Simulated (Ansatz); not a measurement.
Relative stability

Two relaxed structures of GaBH4O, closed shell (PBE0-D4/def2-TZVP; forces vanish, vibrations not checked).

A:

```json
{"atom": "B1", "x (Å)": "0.6344", "y (Å)": "-0.0181", "z (Å)": "0.1356"}
{"atom": "Ga2", "x (Å)": "-1.4636", "y (Å)": "0.0673", "z (Å)": "0.0817"}
{"atom": "O3", "x (Å)": "1.3211", "y (Å)": "-0.1220", "z (Å)": "-1.0273"}
{"atom": "H4", "x (Å)": "-2.3678", "y (Å)": "-1.2234", "z (Å)": "0.1738"}
{"atom": "H5", "x (Å)": "-2.2554", "y (Å)": "1.4307", "z (Å)": "0.0038"}
{"atom": "H6", "x (Å)": "1.2620", "y (Å)": "0.0217", "z (Å)": "1.1688"}
{"atom": "H7", "x (Å)": "2.2758", "y (Å)": "-0.1550", "z (Å)": "-0.9124"}
```

B:

```xyz
7
angstrom
B -1.5259 0.0736 0.1397
Ga 0.5399 -0.0012 0.3396
O 1.4502 -0.1384 -1.2047
H -2.1968 -0.9170 0.1556
H -2.1108 1.1111 0.0251
H 1.4420 0.0430 1.6303
H 2.4014 -0.1712 -1.0855
```

Ansatz 0.2.0; basis: def2-TZVPP; cores frozen in the correlated methods. Filled d shells of the heavier atoms are correlated. The def2 sets are not built for correlating such inner shells, so the correlated values are less sure here. B3LYP uses VWN-RPA correlation.

Question: Which structure is lower at CCSD(T), and by how much? (To be estimated.)

Answer: The calculation gives: A, by 14.93 kcal/mol (electronic energy, against the other). By their contacts, A is GaBH₄O ([OH][BH][GaH2]) and B is GaBH₄O ([BH2][GaH][OH]).

All methods give the same order:

```tsv
method	E(B) − E(A) (kcal/mol)
PBE-D4	17.48
r2SCAN-D4	16.04
PBE0-D4	17.34
B3LYP-D4	16.34
wB97M-V	16.82
HF	14.46
MP2	14.16
CCSD	14.78
CCSD(T)	14.93
```

The T1 diagnostic stays at or below 0.015.

Labels in which every atom is bracketed show which atoms are joined, not bond orders.

For scale, one of the runs: CCSD(T)/def2-TZVPP, 166 basis functions, launched by `ansatz run in.yaml --threads 2 --pin off --events-out ev --progress --plain --max-ram 4352MiB`. The run took 49 s on 2 CPU threads of an Arm Neoverse V1 (shared host), with 1.3 GiB of host memory at its peak.
